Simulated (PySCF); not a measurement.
## Continuum solvent and chemical shifts

Bonds (- single, = double, # triple, : aromatic): C1=C2, C2-C3, C3-C4, C4-Cl5, C3-C6, C6=O7, C6-O8. C1 carries H9, H10; C2 carries H11; C3 carries H12; C4 carries H13, H14. Formal charges: O8 -1. Stereochemistry as in C=C[C@@H](CCl)C(=O)[O-].

Total charge -1. H9 is cis to C3; H14 is pro-R; H13 is pro-S; H10 is trans to C3.

GIAO PBE0/pcSseg-1 in PySCF 2.14 on one PBE0-D3(BJ)/def2-SVP conformer, non-relativistic, equivalent nuclei averaged. Solvents enter as an IEF-PCM continuum (cyclohexane with ε = 2.0, dichloromethane with ε = 8.9) around the gas-phase geometry. Shifts are referred to TMS computed in the same medium.

In cyclohexane, δ in ppm: C6 169.5, C2 156.6, C1 113.8, C3 67.8, C4 61.3, H11 6.25, H9 4.93, H10 4.88, H13 3.94, H14 3.73, H12 2.43. Dipole moment 6.69 D.

(1) How does each δ change in the more polar medium?

(2) Which of the listed nuclei move most (in ppm), and what does the model miss? (N and O are left out, as their reference compounds move with the solvent too.)

## Answers

(1) 
```
atoms                            environment  Δδ, dichloromethane
   C6                     carboxylate carbon                 +3.2
   C2                              alkene CH                 -2.0
   C1                   terminal =CH2 carbon                 +4.9
   C3                 sp3 CH α to a carbonyl                 -0.1
   C4                   sp3 CH2 bonded to Cl                 -0.1
  H11               hydrogen on an alkene CH                -0.07
   H9     hydrogen on a terminal =CH2 carbon                +0.28
  H10     hydrogen on a terminal =CH2 carbon                +0.35
  H13    hydrogen on an sp3 CH2 bonded to Cl                -0.04
  H14    hydrogen on an sp3 CH2 bonded to Cl                +0.13
  H12  hydrogen on an sp3 CH α to a carbonyl                +0.01
```

Changes are relative to cyclohexane. The dipole moment becomes 7.42 D in dichloromethane.

(2) C1 (terminal =CH2 carbon, +4.9 ppm) in dichloromethane. A continuum only polarises the solute; specific hydrogen bonds, the anisotropy of aromatic solvents and changes of geometry or conformer are outside it, as are counter-ions.
